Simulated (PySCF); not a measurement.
**Dipole polarisabilities along the second row, charge +2**

Calculated with PySCF 2.14 for the ground configurations, without spin-orbit coupling: coupled response for Hartree-Fock and DFT. Mean α in bohr³, C₆ of like pairs in atomic units.

```json
{"species": "Be(2+) 1s2 (aug-cc-pV5Z, non-relativistic)", "α UHF": "0.05173", "α PBE": "0.05515", "α PBE0": "0.05418", "C₆ UHF": "0.01088", "C₆ PBE": "0.01187", "C₆ PBE0": "0.01159"}
{"species": "B(2+) [He] 2s1 (aug-cc-pV5Z, non-relativistic)", "α UHF": "7.946", "α PBE": "6.982", "α PBE0": "7.200", "C₆ UHF": "11.16", "C₆ PBE": "9.266", "C₆ PBE0": "9.684"}
{"species": "C(2+) [He] 2s2 (aug-cc-pV5Z, non-relativistic)", "α UHF": "4.509", "α PBE": "4.219", "α PBE0": "4.278", "C₆ UHF": "7.110", "C₆ PBE": "6.493", "C₆ PBE0": "6.618"}
{"species": "N(2+) [He] 2s2 2p1 (aug-cc-pV5Z, non-relativistic)", "α UHF": "2.716", "α PBE": "2.589", "α PBE0": "2.602", "C₆ UHF": "3.846", "C₆ PBE": "3.675", "C₆ PBE0": "3.692"}
{"species": "O(2+) [He] 2s2 2p2 (aug-cc-pV5Z, non-relativistic)", "α UHF": "1.805", "α PBE": "1.748", "α PBE0": "1.747", "C₆ UHF": "2.360", "C₆ PBE": "2.340", "C₆ PBE0": "2.325"}
{"species": "F(2+) [He] 2s2 2p3 (aug-cc-pV5Z, non-relativistic)", "α UHF": "1.274", "α PBE": "1.252", "α PBE0": "1.246", "C₆ UHF": "1.562", "C₆ PBE": "1.595", "C₆ PBE0": "1.572"}
{"species": "Ne(2+) [He] 2s2 2p4 (aug-cc-pV5Z, non-relativistic)", "α UHF": "0.8306", "α PBE": "0.8717", "α PBE0": "0.8566", "C₆ UHF": "1.034", "C₆ PBE": "1.108", "C₆ PBE0": "1.082"}
```
